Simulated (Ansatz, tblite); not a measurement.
Removing and adding an electron: W(NH)2Br2 (WBr₂N₂H₂). Total charge 0; singlet. Geometry: PBE-D4/def2-SVP. Ansatz, gas phase; energy differences of separate SCF runs; the oxidised species was run as a doublet alone; the reduced species was run as a doublet alone.

```xyz
7

W     0.070    0.412   -0.216
N     0.772   -1.120   -0.713
H     0.938   -2.129   -0.640
N    -0.932    0.174    1.208
H    -1.364   -0.380    1.954
Br   -1.402    1.160   -2.026
Br    1.918    1.884    0.432
```

In the def2 sets W takes a core potential; there is no spin–orbit coupling. The xTB rows come from tblite. HOMO above LUMO, or a gap near zero within one spin, warns that the state may not be the lowest or that an electron is smeared out.

Problem. Estimate orbital energies and vertical ionisation energies and electron affinities at: GFN1-xTB; GFN2-xTB; PBE-D4/def2-TZVP; PBE-D4/def2-TZVPD; r2SCANh-D4/def2-TZVP; r2SCANh-D4/def2-TZVPD; PBE0-D4/def2-TZVP; PBE0-D4/def2-TZVPD.

Solution. 
```
                level  −HOMO (eV)  vertical IE (eV)  −LUMO (eV)  vertical EA (eV)  HOMO–LUMO gap (eV)  IE − EA (eV)                                                                remarks
             GFN1-xTB       10.90             13.94        7.47              4.51                3.43          9.43                                                                      –
             GFN2-xTB       10.82             13.78        8.52              5.93                2.30          7.85                                                                      –
     PBE-D4/def2-TZVP        6.79              9.41        3.32                 –                3.46             –                             gap within one spin near zero (+1 doublet)
    PBE-D4/def2-TZVPD        6.83                 –        3.38              0.90                3.45             –  HOMO above zero (-1 doublet), restricted SCF unstable in HF (singlet)
 r2SCANh-D4/def2-TZVP        7.58              9.71        3.03                 –                4.56             –                                restricted SCF unstable in HF (singlet)
r2SCANh-D4/def2-TZVPD        7.60                 –        3.05              1.10                4.55             –  HOMO above zero (-1 doublet), restricted SCF unstable in HF (singlet)
    PBE0-D4/def2-TZVP        8.08              9.80        2.65                 –                5.43             –                                restricted SCF unstable in HF (singlet)
   PBE0-D4/def2-TZVPD        8.11                 –        2.70              1.17                5.41             –  HOMO above zero (-1 doublet), restricted SCF unstable in HF (singlet)
```

Relaxing the reduced species (PBE-D4/def2-SVPD) changes its energy by -0.54 eV at PBE-D4/def2-TZVPD, so the adiabatic electron affinity to this nearest minimum is 1.44 eV. At PBE0-D4/def2-TZVPD it is 1.65 eV. The highest occupied level of the relaxed charge -1 doublet lies above zero (up to 0.41 eV). By energy differences its removal costs 1.44 eV (each at its own geometry, to the charge 0 singlet, at PBE-D4/def2-TZVPD); the vertical value is larger still, so the positive level points to self-interaction error.  Run but left out: HF/def2-SVP, MP2/def2-SVP, CCSD/def2-SVP, CCSD(T)/def2-SVP (singlet: restricted singlet, unstable towards broken spin symmetry).   A HOMO above zero means that the electron is unbound at that level or that self-interaction error raises the level; the energy of removing that electron tells which. Raw xTB energy differences between charge states are shifted by several eV; the methods need an empirical correction for them.
